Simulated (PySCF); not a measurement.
Compound: C3H11FOSi2.
SMILES: `C[Si](C)(CF)O[SiH3]`

Torsions of this conformer, `[CH3:1][Si:2]([CH3:3])([CH2:4][F:5])[O:6][SiH3:7]`: C1–Si2–C4–F5 -171°, C1–Si2–O6–Si7 159°.

The closed-shell ground state was solved at several levels (PySCF, density fitting, gas phase, non-relativistic). Isolated species at its PBE0-D3(BJ)/def2-SVP geometry (one conformer only).

```
              level  basis functions  HOMO (eV)  LUMO (eV)  gap (eV)  dipole (D)
CAM-B3LYP/def2-SVPD              242      -9.46       0.92     10.38        2.29
       KT2/pcSseg-1              188      -6.63      -0.61      6.02        2.15
```

(1) Estimate the row for PBE0/pcSseg-1, a basis of 188 functions; the other rows only guide the guess.

(2) Over all these levels, which gives the widest orbital gap and which the narrowest?

(3) How far do the dipole and the HOMO energy spread over the levels?

Results:

(1) HOMO -8.00 eV, LUMO 0.47 eV, gap 8.47 eV, dipole 2.24 D.

(2) CAM-B3LYP/def2-SVPD (range-separated hybrid) has the widest, 10.38 eV, and KT2/pcSseg-1 (GGA) the narrowest, 6.02 eV. Functional and basis both differ between the two, so the spread mixes both effects.

(3) The dipole runs from 2.15 to 2.29 D (mean 2.23 D) and the HOMO from -9.46 to -6.63 eV.
